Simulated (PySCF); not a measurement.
Telling isomers of C5H5NO2 apart by NMR

Computational details: coordinates at the GFN2-xTB level, shielding tensors at PBE0/pcSseg-1 (GIAO), in PySCF 2.14 (one averaged value for each set of equivalent atoms, no solvent model, non-relativistic Hamiltonian, a single conformation).

Scale: 1H, 13C vs TMS (reference shieldings calculated alike). Where no couplings were computed, multiplicities follow the n + 1 count of equivalent neighbours, and m marks all less simple cases (inequivalent or close neighbours, rings, F or P nearby). Shifts are as computed. Against solution values, carbons near 30 ppm lie about +3 ppm off and those near 130 ppm about +5 ppm (rms about the fit 2.1 ppm; single classes can miss by 10 ppm). Of 1328 compounds with measured shifts, 309 miss one by over three times the rms of a fit or turn the order of signals round; such compounds aren't used in these exercises. Signals without a measured value on file couldn't be tested in this way; 1H shifts scatter by 0.2 ppm about their fit, and single ones miss by 0.5 ppm. OH and NH positions are gas-phase values without hydrogen bonding to other molecules.

(1) Tabulate the signals of `C=C(C#N)C(=O)OC`, `C=COC(=O)CC#N`, `[O-][n+]1ccc(O)cc1` and their relative energies.

(2) What is the quickest way to tell C=C(C#N)C(=O)OC from C=COC(=O)CC#N?

(3) What is the quickest way to tell C=COC(=O)CC#N from [O-][n+]1ccc(O)cc1?

(4) What is the quickest way to tell C=C(C#N)C(=O)OC from [O-][n+]1ccc(O)cc1?

Results:

(1) 
| SMILES | carbon types | δC | δH | E rel. (kcal/mol) |
| --- | --- | --- | --- | --- |
| C=C(C#N)C(=O)OC | 3×C 1×CH2 1×CH3 | 169.3, 153.7, 122.4, 120.1, 54.9 | 7.54 (br s, 1H), 6.88 (br s, 1H), 4.10 (s, 3H) | 0.0 |
| C=COC(=O)CC#N | 2×C 1×CH 2×CH2 | 165.8, 149.1, 117.6, 105.2, 26.3 | 7.81 (m, 1H), 5.35 (m, 1H), 5.10 (m, 1H), 3.21 (s, 2H) | 3.3 |
| [O-][n+]1ccc(O)cc1 | 1×C 4×CH | 155.7, 144.6, 118.0 | 8.14 (d, 2H), 6.69 (d, 2H), 4.12 (br s, 1H) | 19.7 |

Energies are electronic energies at PBE0/pcSseg-1 on these geometries, without zero-point or thermal terms, each for the one conformer computed, which needn't be the lowest.

(2) Both give the same number of carbon signals, but DEPT or the intensities differ. The first has a methyl carbon bonded to O (CH3) at 54.9 ppm, the second an alkene carbon bearing oxygen (CH) at 149.1 ppm. Their most deshielded carbons lie at 169.3 and 165.8 ppm.

(3) Count the carbon signals: 5 against 3. The first has a β carbon of an enol-ether or enamine type C=C (CH2) at 105.2 ppm, the second an aromatic CH at 118.0 ppm. Their most deshielded carbons lie at 165.8 and 155.7 ppm.

(4) Count the carbon signals: 5 against 3. The first has a β carbon of a C=C–C=O unit (CH2) at 153.7 ppm, the second an aromatic CH next to a ring nitrogen at 144.6 ppm. Their most deshielded carbons lie at 169.3 and 155.7 ppm. In the proton spectra the most deshielded non-exchanging signals are 7.54 (br s, 1H) and 8.14 (d, 2H).
